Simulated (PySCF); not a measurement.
Compound: C4H4F2Ge.
Bonds: F1–C2, C2–C3 (double), C3–F4, C3–Ge5, Ge5–C6, C6–C7 (double), C2–C7. Hydrogens: H8, H9 on Ge5; H10 on C6; H11 on C7.

Computed with PySCF at B3LYP/def2-SVPD, non-relativistic, on one gas-phase PBE0-D3(BJ)/def2-SVP geometry that isn't relaxed in the solvent. The solvent is an IEF-PCM continuum (Bondi radii, 1.10 Å for H, scaled by 1.2). The model holds no explicit solvent molecules, cavitation or dispersion. Spin–orbit coupling is left out although an atom past zinc is present.

Gas phase at B3LYP/def2-SVPD: HOMO -6.60 eV, LUMO -1.84 eV, dipole 2.56 D.

What does the continuum do to the energy, the frontier levels and the dipole at B3LYP/def2-SVPD in cyclohexane and chloroform?

```csv
solvent,ε,E(solvent) − E(gas) (kJ/mol),polarisation term (kJ/mol),distortion of the solute (kJ/mol),HOMO (eV),LUMO (eV),dipole (D)
cyclohexane,2.017,-4.22,-4.50,0.28,-6.54,-1.76,2.85
chloroform,4.711,-7.57,-8.48,0.91,-6.51,-1.70,3.09
```

The polarisation term is half the interaction of the solute with the surface charges that it induces; the rest is the cost of distorting the solute's density. The sum is the electrostatic part of solvation alone. From cyclohexane to chloroform the lowering changes by a factor 1.79, Onsager's factor (ε − 1)/(2ε + 1) by 1.76 and ε itself by 2.3.

Which radius a makes the point-dipole formula ΔE = −[(ε − 1)/(2ε + 1)]·μ²/a³ give the value in chloroform, with the gas-phase dipole?

μ = 1.009 au and |ΔE| = 0.00288 Eh give a = 2.65 Å; the farthest nucleus lies 2.66 Å from the centroid of the nuclei. The formula assumes a rigid point dipole at the centre of a sphere.

How does the static polarisability (B3LYP/def2-SVPD, frozen core, with the continuum's full static response) change?

```csv
medium,isotropic (au),principal values (au),⟨r²⟩ of the electrons (bohr²)
gas,74.9,"54.7, 78.8, 91.4",1009.4
cyclohexane,84.5,"61.1, 88.5, 103.9",1009.3
chloroform,93.4,"68.1, 97.3, 114.9",1009.2
```

The isotropic value in chloroform is 1.25 times the gas-phase one; no cavity-field correction is applied. ⟨r²⟩ is taken about the centre of nuclear charge.
